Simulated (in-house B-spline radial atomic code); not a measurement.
RPA and G0W0 for the krypton ion Kr⁶⁺, [Ar] 3d10 4s2, as one setting changes: the share of exact exchange in the PBE hybrid start. A dash marks a level of low quasi-particle weight. Computed with an all-electron radial atomic-structure program (B-spline basis): all electrons, scalar-relativistic (spin-free one-electron X2C), finite nucleus, each spin shell either full or empty, empty states to l = 9 with an (l + 1/2)⁻⁴ tail; G0W0 by contour deformation at full frequency.

```csv
share of exact exchange in the PBE hybrid start,mean-field level (eV),G0W0 level (eV),RPA correlation (Eh)
0,-102.28,4s -109.86,-2.3242
0.1,-102.88,4s -109.80,-2.3033
0.2,-103.47,4s -109.74,-2.2831
0.3,?,?,?
0.4,-104.66,4s -109.63,-2.2446
0.5,-105.25,4s -109.58,-2.2262
0.6,-105.85,4s -109.53,-2.2083
0.7,-106.44,4s -109.48,-2.1908
0.8,-107.03,4s -109.43,-2.1739
0.9,?,?,?
1,-108.20,4s -109.34,-2.1412
```

Question: What belongs in the row for 0.3?

Answer: mean-field level (eV): -104.07; G0W0 level (eV): 4s -109.69; RPA correlation (Eh): -2.2636.

Question: What belongs in the row for 0.9?

Answer: mean-field level (eV): -107.61; G0W0 level (eV): 4s -109.38; RPA correlation (Eh): -2.1573.
